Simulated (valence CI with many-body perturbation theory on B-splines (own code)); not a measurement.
## Energy levels of Ir63+

Calculated by relativistic CI+MBPT: four valence electrons over a frozen Dirac-Fock core [Ne], a basis of 11 s, 11 p, 10 d, 8 f, 5 g, 2 h functions for each j, with the one-electron correlation potential Σ1 (screened to all orders), the two-electron term Σ2, the three-electron term Σ3, Breit, model QED; selected single and double excitations, second order for the rest, scaled by the run's own slope (own B-spline code, finite nucleus).

The last digits are not significant, and no measured levels were compared; by estimate large intervals hold to a few tenths of a per cent, small ones and those within an open d or f shell to about a per cent. Among the levels kept, up to 600 cm⁻¹ of a level comes from second order outside the variational space, and about a tenth of that is noise between levels of different J, which matters for small intervals.

Levels 1 to 45 of 169, with energies above the lowest level, (3s^2 3p1/2^2) J=0. "Leading %" is the weight of the configuration and term that name the level; weights of strongly mixed levels are sums over their largest components and can fall short. In the jj column 3d3/2^4 stands for four electrons in 3d with j = 3/2. Lifetimes count E1, E2, E3, M1 and M2 decay at the calculated energies, and are blank where another channel may lead or the interval is too uncertain; long ones can be off by a factor of two.

| No. | Configuration | Term | J | E (eV) | Leading % | Lifetime | Second component | Leading jj |
| --- | --- | --- | --- | --- | --- | --- | --- | --- |
| 1 | 3s²3p² | ³P | 0 | 0.0 | 68 |  | 31 % 3s²3p² ¹S | 3s^2 3p1/2^2 (100 %) |
| 2 | 3s²3p² | ³P | 1 | 422.7 | 100 | 2.11 ns |  | 3s^2 3p1/2 3p3/2 (100 %) |
| 3 | 3s²3p² | ¹D | 2 | 432.5 | 65 | 102 ns | 35 % 3s²3p² ³P | 3s^2 3p1/2 3p3/2 (99 %) |
| 4 | 3s3p³ | ³P° | 2 | 602.9 | 47 | 32.4 ps | 26 % 3s3p³ ⁵S° | 3s 3p1/2^2 3p3/2 (97 %) |
| 5 | 3s3p³ | ³D° | 1 | 631.5 | 27 | 947 fs | 24 % 3s3p³ ¹P° | 3s 3p1/2^2 3p3/2 (81 %) |
| 6 | 3s²3p3d | ³F° | 2 | 654.3 | 74 | 86.3 ps | 20 % 3s²3p3d ¹D° | 3s^2 3p1/2 3d3/2 (99 %) |
| 7 | 3s²3p3d | ³D° | 1 | 701.2 | 43 | 155 fs | 25 % 3s²3p3d ¹P° | 3s^2 3p1/2 3d3/2 (81 %) |
| 8 | 3s²3p3d | ³P° | 2 | 772.8 | 46 | 2.47 ps | 34 % 3s²3p3d ³D° | 3s^2 3p1/2 3d5/2 (97 %) |
| 9 | 3s²3p3d | ³F° | 3 | 774.1 | 50 | 3.69 ps | 27 % 3s²3p3d ¹F° | 3s^2 3p1/2 3d5/2 (99 %) |
| 10 | 3s3p²3d | ³D | 1 | 838.9 | 45 | 15.8 ps | 38 % 3s3p²3d ⁵F | 3s 3p1/2^2 3d3/2 (99 %) |
| 11 | 3s3p²3d | ³D | 2 | 846.6 | 29 | 16.7 ps | 17 % 3s3p²3d ⁵F | 3s 3p1/2^2 3d3/2 (97 %) |
| 12 | 3s²3p² | ³P | 2 | 862.9 | 64 | 274 ps | 34 % 3s²3p² ¹D | 3s^2 3p3/2^2 (98 %) |
| 13 | 3s²3p² | ¹S | 0 | 884.1 | 68 | 587 ps | 31 % 3s²3p² ³P | 3s^2 3p3/2^2 (98 %) |
| 14 | 3s3p²3d | ³D | 3 | 952.2 | 35 | 3.27 ps | 19 % 3s3p²3d ⁵D | 3s 3p1/2^2 3d5/2 (98 %) |
| 15 | 3s3p²3d | ³F | 2 | 966.9 | 27 | 2.97 ps | 21 % 3s3p²3d ¹D | 3s 3p1/2^2 3d5/2 (97 %) |
| 16 | 3s3p³ | ³D° | 2 | 1015.8 | 49 | 1.34 ps | 45 % 3s3p³ ⁵S° | 3s 3p1/2 3p3/2^2 (96 %) |
| 17 | 3s3p³ | ³D° | 3 | 1035.6 | 94 | 1.94 ps |  | 3s 3p1/2 3p3/2^2 (94 %) |
| 18 | 3s3p³ | ³P° | 0 | 1047.4 | 85 | 1.07 ps | 14 % 3s²3p3d ³P° | 3s 3p1/2 3p3/2^2 (85 %) |
| 19 | 3s3p³ | ¹D° | 2 | 1062.7 | 55 | 518 fs | 13 % 3s²3p3d ³D° | 3s 3p1/2 3p3/2^2 (70 %) |
| 20 | 3s3p³ | ³P° | 1 | 1063.3 | 32 | 630 fs | 20 % 3s3p³ ³D° | 3s 3p1/2 3p3/2^2 (81 %) |
| 21 | 3s3p³ | ³S° | 1 | 1075.4 | 31 | 221 fs | 28 % 3s3p³ ³P° | 3s 3p1/2 3p3/2^2 (97 %) |
| 22 | 3s²3p3d | ³F° | 3 | 1116.1 | 46 | 327 fs | 37 % 3s²3p3d ¹F° | 3s^2 3p3/2 3d3/2 (95 %) |
| 23 | 3s²3p3d | ³D° | 2 | 1121.5 | 38 | 146 fs | 20 % 3s3p³ ¹D° | 3s^2 3p3/2 3d3/2 (69 %) |
| 24 | 3s²3p3d | ³P° | 1 | 1121.9 | 45 | 184 fs | 32 % 3s²3p3d ³D° | 3s^2 3p3/2 3d3/2 (82 %) |
| 25 | 3s²3p3d | ³P° | 0 | 1123.0 | 85 | 221 fs | 14 % 3s3p³ ³P° | 3s^2 3p3/2 3d3/2 (85 %) |
| 26 | 3s²3p3d | ³F° | 4 | 1188.6 | 99 | 1.21 ns |  | 3s^2 3p3/2 3d5/2 (99 %) |
| 27 | 3s²3p3d | ³P° | 2 | 1199.2 | 44 | 4.10 ps | 42 % 3s²3p3d ¹D° | 3s^2 3p3/2 3d5/2 (97 %) |
| 28 | 3s²3p3d | ³D° | 3 | 1222.5 | 62 | 1.35 ps | 35 % 3s²3p3d ¹F° | 3s^2 3p3/2 3d5/2 (96 %) |
| 29 | 3s3p²3d | ⁵F | 2 | 1231.2 | 25 | 2.16 ps | 18 % 3p⁴ ³P | 3s 3p1/2 3p3/2 3d3/2 (70 %) |
| 30 | 3s²3p3d | ¹P° | 1 | 1233.5 | 62 | 1.88 ps | 25 % 3s²3p3d ³P° | 3s^2 3p3/2 3d5/2 (97 %) |
| 31 | 3s3p²3d | ⁵D | 0 | 1238.3 | 75 | 10.7 ps | 14 % 3s3p²3d ³P | 3s 3p1/2 3p3/2 3d3/2 (94 %) |
| 32 | 3s3p²3d | ⁵D | 1 | 1241.1 | 50 | 10.5 ps | 23 % 3s3p²3d ⁵F | 3s 3p1/2 3p3/2 3d3/2 (99 %) |
| 33 | 3s3p²3d | ⁵F | 3 | 1247.0 | 43 | 9.69 ps | 35 % 3s3p²3d ³F | 3s 3p1/2 3p3/2 3d3/2 (98 %) |
| 34 | 3p⁴ | ³P | 2 | 1252.8 | 31 | 614 fs | 18 % 3s3p²3d ⁵F | 3s 3p1/2 3p3/2 3d3/2 (47 %) |
| 35 | 3s3p²3d | ³G | 4 | 1265.1 | 31 | 29.7 ps | 18 % 3s3p²3d ⁵F | 3s 3p1/2 3p3/2 3d3/2 (96 %) |
| 36 | 3p⁴ | ¹S | 0 | 1266.3 | 45 | 499 fs | 25 % 3p⁴ ³P | 3p1/2^2 3p3/2^2 (70 %) |
| 37 | 3s3p²3d | ³F | 2 | 1279.6 | 56 | 541 fs | 9 % 3s3p²3d ³P | 3s 3p1/2 3p3/2 3d3/2 (87 %) |
| 38 | 3s3p²3d | ³D | 3 | 1286.8 | 32 | 313 fs | 16 % 3s3p²3d ³F | 3s 3p1/2 3p3/2 3d3/2 (95 %) |
| 39 | 3s3p²3d | ³P | 1 | 1291.5 | 30 | 287 fs | 28 % 3s3p²3d ⁵P | 3s 3p1/2 3p3/2 3d3/2 (98 %) |
| 40 | 3s3p²3d | ³D | 2 | 1294.1 | 24 | 206 fs | 20 % 3s3p²3d ⁵P | 3s 3p1/2 3p3/2 3d3/2 (85 %) |
| 41 | 3s3p²3d | ³G | 3 | 1296.2 | 44 | 295 fs | 20 % 3s3p²3d ³F | 3s 3p1/2 3p3/2 3d3/2 (98 %) |
| 42 | 3s3p²3d | ³D | 1 | 1297.8 | 46 | 245 fs | 17 % 3s3p²3d ¹P | 3s 3p1/2 3p3/2 3d3/2 (97 %) |
| 43 | 3s3p²3d | ³D | 1 | 1324.4 | 45 | 145 fs | 20 % 3s3p²3d ³P | 3s 3p1/2 3p3/2 3d3/2 (94 %) |
| 44 | 3s3p²3d | ³F | 2 | 1325.6 | 28 | 157 fs | 14 % 3s3p²3d ¹D | 3s 3p1/2 3p3/2 3d3/2 (73 %) |
| 45 | 3s3p²3d | ³P | 0 | 1328.9 | 53 | 189 fs | 18 % 3s²3d² ³P | 3s 3p1/2 3p3/2 3d3/2 (56 %) |

The ionisation energy to 3s²3p ²P°1/2 of the next ion comes out as 7275.4 eV (NIST: 7274 ± 19 eV (theoretical)). All 169 levels together are meant to be complete up to 2006.4 eV.
